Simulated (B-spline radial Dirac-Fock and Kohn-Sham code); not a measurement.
P³⁺ 2s: cross section and angular parameters

System: phosphorus as P³⁺, 1s2 2s2 2p6 3s2; threshold 227.3 eV (orbital energy of the model). Model: Dirac-Hartree-Slater photoionisation with a Latter tail; cross sections with all multipoles, angular parameters from the dipole term and its interference with E2. Program: a radial atomic solver.

For linearly polarised light dσ/dΩ = σ/(4π) [1 + β P₂(cos θ) + (δ + γ cos²θ) sin θ cos φ], with θ from the polarisation vector and φ the angle between the beam and the projection of the electron momentum on the plane normal to the polarisation.

```csv
hν (eV),σ (kb),β,γ
258,350,2.000,0.234
306,285,2.000,0.085
326,263,2.000,0.047
422,180,2.000,-0.032
635,90.0,2.000,-0.010
775,62.1,2.000,0.043
800,58.4,2.000,0.053
880,48.5,2.000,0.087
1486.9,16.2,2.000,0.335
2000,8.28,2.000,0.517
2470,5.03,2.000,0.665
3120,2.84,2.000,0.845
3590,1.99,2.000,0.962
5414.7,0.684,2.000,1.348
7220,0.314,2.000,1.658
8047.8,0.232,2.000,1.784
9610,0.141,2.000,2.004
12400,?,?,?
12700,0.0636,1.999,2.385
```

Task: Give the values at 12400 eV.

Result: σ = 0.0682 kb, β = 1.999, γ = 2.351. For an s subshell δ is negligible.

Values without a named source are computed, but for edge energies of neutral atoms, which are taken from tables.
